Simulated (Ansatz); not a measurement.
# Reading a saddle point

A first-order saddle point of CH5InS, closed shell, PBE0-D4/def2-TZVP, with one imaginary mode of 961i cm⁻¹:

```
8
angstrom
In -0.8673 -0.2121 -0.5444
S 1.5028 -0.6586 -1.8720
H -0.3945 -0.7786 -2.1502
C -0.4548 0.2332 1.5184
H 1.3144 0.4925 -2.5377
H 0.1161 -0.5946 1.9441
H 0.1566 1.1368 1.5565
H -1.3731 0.3814 2.0852
```

Ansatz 0.2.0; basis: def2-TZVPP and def2-QZVPP; cores frozen in the correlated methods. Filled d shells of the heavier atoms are correlated. Core potentials replace the inner electrons of the atoms past krypton. The def2 sets are not built for correlating such inner shells, so the correlated values are less sure here. Extrapolation: Hartree–Fock as exp(−7.88 √X), correlation as X^−2.97.

Q: Which contacts change along the imaginary mode, and what lies on either side? (Judge from chemistry; the calculation decides.)

A: Computed: The step is CH₅InS ([CH3][InH][SH]) → CH₃In ([CH3][In]) + H₂S, with the molecules in contact on both sides. Shortening one way: S2–H3; lengthening the same way: In1–S2, In1–H3.
| pair | one side (Å) | saddle (Å) | other side (Å) |
| --- | --- | --- | --- |
| S2–H3 | 3.50 | 1.92 | 1.34 |
| In1–S2 | 2.40 | 2.75 | 3.20 |
| In1–H3 | 1.72 | 1.77 | 3.71 |

Q: Which side is lower, and how far does the saddle lie above each? (An estimate is asked for; the value comes from the calculation.)

A: By the calculation: The side with In1–S2, In1–H3 short is lower by 73.1 kJ/mol; the saddle lies 190.8 kJ/mol above it and 117.7 kJ/mol above the other (CCSD(T) at an estimated basis limit (MP2 extrapolated from triple and quadruple zeta, plus CCSD(T) − MP2 in triple zeta); electronic energies).

The T1 diagnostic stays at or below 0.019. The restricted Hartree–Fock reference is unstable towards an unrestricted one at one or more of these structures.

Labels in which every atom is bracketed show which atoms are joined, not bond orders.

For scale, one of the runs: CCSD(T)/def2-TZVPP, 193 basis functions, launched by `ansatz run in.yaml --threads 4 --pin off --events-out ev --progress --plain --max-ram 9574MiB`. Hardware: 4 CPU threads of an AMD EPYC 9R45, shared host. Wall time 13 s; peak host memory 2.3 GiB.
